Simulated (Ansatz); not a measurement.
Isolated molecules relaxed with PBE0-D4/def2-TZVP in Ansatz; ΔE leaves out vibrations. CCSD(T)/CBS adds triple-zeta CCSD(T) − MP2 to the extrapolated MP2 energy (def2 sets, frozen cores). DFT in def2-TZVPP. B3LYP here is the variant with VWN-RPA as its local correlation; programs differ in this. def2 core potentials past Kr. For Mo, Se outer-core shells are correlated without core-valence functions, which leaves a few kJ/mol of doubt a bond. Scalar relativity is left out up to krypton. Each species was taken in one conformer, which may not be the lowest.

Reaction (redistribution): `[OH][Mo]([F])(=[S])([Cl])[Cl]` + `COC(F)[SeH]` → `C[O][Mo]([F])(=[S])([Cl])[Cl]` + `OC(F)[SeH]`

`[OH][Mo]([F])(=[S])([Cl])[Cl]`:

```xyz
7

O    -1.016   -1.106   -0.506
Mo    0.068    0.207    0.225
F    -0.930    1.416   -0.775
S    -0.558    0.338    2.186
Cl    1.778   -1.310    0.243
Cl    1.682    1.813    0.063
H    -1.025   -1.358   -1.437
```

`COC(F)[SeH]`:

Z-matrix (Å, degrees):
```
C
O 1 1.421
H 1 1.096 2 110.8
H 1 1.088 2 106.5 3 118.9
H 1 1.093 2 111.1 3 -121.9
C 2 1.356 1 113.5 3 56.0
Se 6 1.961 2 110.2 1 -170.5
F 6 1.377 2 111.2 1 72.6
H 6 1.096 2 112.3 1 -46.5
H 7 1.468 6 92.8 2 56.5
```

`C[O][Mo]([F])(=[S])([Cl])[Cl]`:

Z-matrix (Å, degrees):
```
Mo
Cl 1 2.301
O 1 1.831 2 85.8
S 1 2.068 2 106.3 3 -104.0
F 1 1.860 2 145.3 3 79.5
Cl 1 2.283 2 85.8 3 153.2
C 3 1.399 1 135.3 2 63.4
H 7 1.091 3 108.5 1 178.0
H 7 1.096 3 108.8 1 -62.5
H 7 1.094 3 110.5 1 57.7
```

`OC(F)[SeH]`:

```xyz
7

O     1.401   -0.253    0.452
C     0.176   -0.396   -0.115
F     0.171    0.031   -1.416
Se   -1.172    0.646    0.896
H     1.603    0.688    0.528
H    -0.079   -1.455   -0.107
H    -2.099    0.740   -0.238
```

| level | ΔE (kcal/mol) | difference from CCSD(T)/CBS |
| --- | --- | --- |
| PBE-D4 | -7.8 | -0.7 |
| r2SCAN-D4 | -7.4 | -0.3 |
| PBE0-D4 | -7.2 | -0.1 |
| B3LYP-D4 | -7.1 | 0.0 |
| ωB97X-V | -5.9 | 1.2 |
| ωB97M-V | -5.8 | 1.3 |
| B2PLYP | -7.3 | -0.2 |
| PBE | -7.4 | -0.3 |
| r2SCAN | -7.3 | -0.2 |
| PBE0 | -6.8 | 0.3 |
| B3LYP | -6.5 | 0.6 |
| HF/def2-TZVPP | -4.5 | 2.6 |
| MP2/def2-TZVPP | -8.3 | -1.2 |
| SCS-MP2/def2-TZVPP | -7.3 | -0.2 |
| CCSD/def2-TZVPP | -6.2 | 0.9 |
| CCSD(T)/def2-TZVPP | -7.1 | 0.0 |
| HF/def2-QZVPP | -4.4 | 2.7 |
| MP2/def2-QZVPP | -8.2 | -1.1 |
| SCS-MP2/def2-QZVPP | -7.3 | -0.2 |
| HF/CBS(def2) | -4.4 | 2.7 |
| MP2/CBS(def2) | -8.3 | -1.2 |
| CCSD/CBS(def2) | -6.2 | 0.9 |
| CCSD(T)/CBS | -7.1 | 0 |

Largest T1 diagnostic among the species: 0.024, so the coupled-cluster value is less sure than usual.

In def2-TZVPP, CCSD(T) changes the Hartree–Fock value by −2.6 kcal/mol (the triples alone add −0.9 kcal/mol) and MP2 by −3.8 kcal/mol.
